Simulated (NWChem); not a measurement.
Species: WSOCl₂; SMILES [O]=[W](=[S])([Cl])[Cl]

def2 effective core potentials on W; no spin-orbit coupling.

Give the equilibrium geometry at PBE0/def2-SVP with def2 effective core potentials on W (NWChem) as a Z-matrix, with the point group.

point group Cs; any orientation.
```
W
O 1 1.6873
S 1 2.1230 2 106.68
Cl 1 2.2641 2 108.56 3 -117.11
Cl 1 2.2641 2 108.56 3 117.11
```
